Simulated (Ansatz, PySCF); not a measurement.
GeH₇NSi, SMILES [SiH3][NH][GeH3].

Geometry: B3LYP-D3(BJ)/def2-SVP. This is a generated structure with no PubChem entry under its InChIKey; it may be hypothetical.

Vertical ionisation energy (IE) and electron affinity (EA) in eV. Rows of orbital energies are one-electron estimates. Where ΔSCF, EOM or ADC give a negative EA the extra electron is unbound and the value depends on the basis.

```json
[
 {"level": "−ε(HOMO), −ε(LUMO), r2SCAN/def2-TZVPD (PySCF)", "IE": "6.21", "EA": "0.61"},
 {"level": "−ε(HOMO), −ε(LUMO), PBE/def2-TZVPD (PySCF)", "IE": "5.94", "EA": "1.06"},
 {"level": "ΔSCF, PBE0/def2-SVPD (Ansatz), final states of multiplicity 2 and 2", "IE": "…", "EA": "…"},
 {"level": "ΔSCF, PBE/def2-SVPD (Ansatz), final states of multiplicity 2 and 2", "IE": "8.96", "EA": "-1.02"}
]
```

Problem. Fill in the missing entries. (An estimate is asked for; the answer gives what the named calculation found.)

Solution. 
- ΔSCF, PBE0/def2-SVPD (Ansatz, a quantum-chemistry and plane-wave program), final states of multiplicity 2 and 2, IE: 9.18
- ΔSCF, PBE0/def2-SVPD (Ansatz), final states of multiplicity 2 and 2, EA: -1.19

Problem. What vertical singlet–triplet gap does ΔSCF give with PBE0/def2-SVPD (Ansatz) and with PBE/def2-SVPD (Ansatz)? (The exact figures need the calculation; the answer reports its results.)

Solution. 5.30 and 4.97 eV (triplet above singlet where positive).
